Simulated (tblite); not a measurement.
Species: C4H8BNO2.
SMILES with atom numbers: `[CH2:1]=[C:2](/[CH:3]=[N:4]/[CH3:5])[B:6]([OH:7])[OH:8]` (hydrogens: H9, H10 on C1; H11 on C3; H12, H13, H14 on C5; H15 on O7; H16 on O8)

Computed with GFN2-xTB (tblite), gas phase: L-BFGS steps from a force-field or distance-geometry start until the largest atomic force falls under 0.01 eV/Å.

Step 127: E = -679.2176 eV
```
atom  x, y, z in Å  |  force x, y, z in eV/Å
C1     -1.1348   -1.9245    0.4768   -0.068  -0.003  -0.099
C2     -0.7055   -0.6624    0.3741    0.001  -0.028   0.076
C3      0.7314   -0.4357    0.3039    0.015   0.062  -0.004
N4      1.2436    0.6718   -0.0255    0.015   0.030   0.018
C5      2.6691    0.7986   -0.0527    0.077   0.053   0.009
B6     -1.7714    0.5223    0.3055   -0.149   0.061  -0.027
O7     -1.6578    1.5825   -0.5391    0.236  -0.196   0.075
O8     -2.8783    0.3905    1.0807    0.257   0.015  -0.226
H9     -2.1914   -2.1247    0.5133    0.025  -0.111   0.057
H10    -0.4648   -2.7734    0.4731   -0.035   0.037   0.064
H11     1.3655   -1.3010    0.5629   -0.054  -0.040  -0.054
H12     2.9989    1.3510    0.8379   -0.110  -0.103  -0.153
H13     2.9463    1.3935   -0.9257   -0.018  -0.060   0.028
H14     3.1905   -0.1736   -0.0829   -0.051   0.160   0.057
H15    -0.8202    1.6099   -1.0142   -0.163   0.046   0.192
H16    -3.5288    1.0839    0.9683    0.024   0.077  -0.015
```

Step 128: E = -679.2224 eV
```
atom  x, y, z in Å  |  force x, y, z in eV/Å
C1     -1.1320   -1.9212    0.4824   -0.079  -0.023  -0.077
C2     -0.7055   -0.6583    0.3819   -0.010  -0.028   0.062
C3      0.7312   -0.4305    0.3043   -0.091  -0.108   0.036
N4      1.2440    0.6759   -0.0144    0.146   0.243  -0.058
C5      2.6716    0.7959   -0.0554   -0.023   0.021   0.017
B6     -1.7756    0.5209    0.3071   -0.120   0.141  -0.055
O7     -1.6492    1.5874   -0.5286   -0.021  -0.213   0.200
O8     -2.8920    0.3866    1.0644    0.175  -0.014  -0.171
H9     -2.1887   -2.1239    0.5213    0.051  -0.111   0.054
H10    -0.4581   -2.7671    0.4811   -0.048   0.030   0.058
H11     1.3647   -1.2997    0.5435   -0.029  -0.098  -0.026
H12     3.0106    1.3456    0.8292   -0.085  -0.050  -0.069
H13     2.9448    1.3857   -0.9293   -0.013   0.002  -0.051
H14     3.1880   -0.1761   -0.0900   -0.033   0.084   0.060
H15    -0.8112    1.6144   -0.9896    0.095   0.067   0.044
H16    -3.5504    1.0730    0.9481    0.084   0.056  -0.025
```

Step 129: E = -679.2328 eV
```
atom  x, y, z in Å  |  force x, y, z in eV/Å
C1     -1.1321   -1.9150    0.4980   -0.039  -0.074  -0.009
C2     -0.7092   -0.6510    0.4060    0.021   0.009  -0.054
C3      0.7260   -0.4217    0.3143    0.033   0.012   0.003
N4      1.2413    0.6803   -0.0316   -0.044  -0.074   0.025
C5      2.6683    0.7914   -0.0793   -0.031   0.052  -0.051
B6     -1.7790    0.5217    0.3081    0.007   0.191  -0.110
O7     -1.6138    1.6049   -0.4998   -0.176  -0.217   0.258
O8     -2.9175    0.3600    1.0165   -0.011   0.047  -0.106
H9     -2.1861   -2.1280    0.5445    0.048  -0.086   0.035
H10    -0.4492   -2.7532    0.4978   -0.056  -0.008   0.053
H11     1.3530   -1.2953    0.5669   -0.015   0.020  -0.058
H12     3.0111    1.3055    0.8205   -0.018   0.030   0.019
H13     2.9409    1.4091   -0.9346   -0.016  -0.010  -0.039
H14     3.1785   -0.1791   -0.1452   -0.008   0.018   0.043
H15    -0.7566    1.6397   -0.9193    0.197   0.055   0.008
H16    -3.5833    1.0395    0.8935    0.109   0.036  -0.017
```

Problem. Estimate the geometry and energy of step 130. (The exact step hangs on the optimiser's Hessian estimate; all steps are aligned on step 129, rigid shifts and turns removed.)

Solution. E = -679.2342 eV, largest force 0.505 eV/Å
```
atom  x, y, z in Å  |  force x, y, z in eV/Å
C1     -1.1255   -1.8973    0.5373    0.051  -0.051   0.042
C2     -0.7117   -0.6295    0.4461   -0.075  -0.060  -0.114
C3      0.7187   -0.3990    0.3315    0.000  -0.101   0.015
N4      1.2362    0.6954   -0.0294    0.097   0.033  -0.037
C5      2.6671    0.7782   -0.1179   -0.058   0.017   0.019
B6     -1.7906    0.5244    0.3069   -0.265   0.148   0.080
O7     -1.5619    1.6373   -0.4387    0.269  -0.136   0.055
O8     -2.9895    0.2983    0.9165    0.342   0.197  -0.315
H9     -2.1751   -2.1212    0.5890    0.007  -0.089   0.027
H10    -0.4277   -2.7221    0.5436   -0.067  -0.072   0.053
H11     1.3424   -1.2773    0.5643    0.044  -0.028  -0.026
H12     3.0487    1.2381    0.7979   -0.020   0.029  -0.049
H13     2.9256    1.4263   -0.9540   -0.006  -0.002  -0.021
H14     3.1534   -0.2021   -0.2424   -0.066   0.103   0.047
H15    -0.6510    1.6961   -0.7712   -0.396  -0.031   0.255
H16    -3.6667    0.9631    0.7768    0.142   0.043  -0.031
```

The energy changes by -0.0014 eV. The first-order estimate −F·Δx gives -0.0170 eV and the mean of the old and new forces, exact on a quadratic surface, +0.0024 eV. The step makes an angle of 85° with the force vector and moves no atom by more than 0.190 Å.

The cost below is that of the whole relaxation. On an Arm Neoverse N1 with one thread, no GPU, shared host, this took 1.9 s.
